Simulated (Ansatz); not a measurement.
Species: C5H8, SMILES `CC1=C[C@@H]1C` (charge 0, multiplicity 1).

Task: Give a relaxed geometry from B3LYP-D3(BJ)/def2-TZVP (Ansatz, a program for electronic structure).

Result: the end point of this relaxation (outside a Z-matrix the atoms follow the SMILES, hydrogens last).
Cartesian coordinates (Å) in one orientation:
```xyz
13

C      1.950     0.369    -0.342
C      0.687    -0.382    -0.239
C     -0.097    -1.339    -0.607
C     -0.637    -0.439     0.470
C     -1.734     0.572     0.197
H      2.476     0.363     0.616
H      2.607    -0.051    -1.105
H      1.752     1.416    -0.589
H     -0.293    -2.189    -1.237
H     -0.650    -0.820     1.495
H     -1.674     0.941    -0.829
H     -1.662     1.430     0.871
H     -2.725     0.130     0.338
```
